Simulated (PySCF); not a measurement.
CrO3: computed shieldings and shifts

CrO3, point group C3v.

Geometry (Å), atoms numbered from 1 in this order:
```xyz
4

Cr    0.0192    0.0054    0.2949
O     1.4899   -0.0158   -0.1968
O    -0.7447    1.3046   -0.0732
O    -0.7644   -1.2943   -0.0248
```

GIAO calculations in PySCF 2.14 on the PBE0-D3(BJ)/def2-SVP structure: isolated species, non-relativistic, equivalent atoms averaged; basis pcSseg-1 (pcSseg-2 on Cr).

Q: Give the isotropic shieldings (ppm) with B3LYP, PBE, PBE0.

A: 
```
             atoms          environment    B3LYP      PBE     PBE0
               Cr1     Cr bonded to 3 O    -3632    -2832    -3729
          O2/O3/O4  oxygen bonded to Cr  -1392.0  -1084.2  -1412.9
HOMO–LUMO gap (eV)                    –     3.53     1.60     4.15
```

Q: And the chemical shifts, against references computed in the same way?

A: 
```
   atoms  nucleus, reference   B3LYP     PBE    PBE0
     Cr1       53Cr, CrO4 2-     791     468     836
O2/O3/O4            17O, H2O  1726.1  1418.8  1747.5
```

Q: Which part of the shielding of Cr1 depends on the functional?

A: Diamagnetic: B3LYP 1818, PBE 1819, PBE0 1817 ppm; paramagnetic: B3LYP -5450, PBE -4651, PBE0 -5546 ppm. The diamagnetic part, set mainly by inner electrons, hardly moves; the paramagnetic part goes with low-lying magnetically allowed excitations and carries the spread.

Unscaled 17O shifts of doubly bonded oxygen tend to come out too high, by tens of ppm or more. Experimental scales use liquid or dissolved standards, which lie at an offset from isolated H2O (liquid H2O: subtract about 36 ppm).
